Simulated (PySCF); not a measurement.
**Bond curve of SbO**

Set-up: Sb cc-pVDZ-PP with ECP28, O cc-pVDZ; scalar-relativistic core potentials (PySCF 2.14). Energies in eV from Sb + O in their ground configurations at the same level. State: ²Π (doublet), unpaired electrons π ↑.

```tsv
R (Å)	UHF-SCS-MP2
1.587	-1.010
1.661	-2.101
1.734	-2.792
1.790	-3.056
1.845	-3.174
1.900	-3.183
1.974	-3.068
2.066	-2.770
2.177	-2.092
2.325	-0.923
```

Correlated steps freeze 5 core orbitals. Correlated levels converge slowly with the basis: in double zeta they bind strong bonds too weakly, by up to about 1 eV, and carry superposition errors of some tenths. Spin–orbit coupling is left out, which matters for elements this heavy, above all for dissociation energies. The state is the lowest determinant that a PBE0 search found; another state may lie lower at other levels.
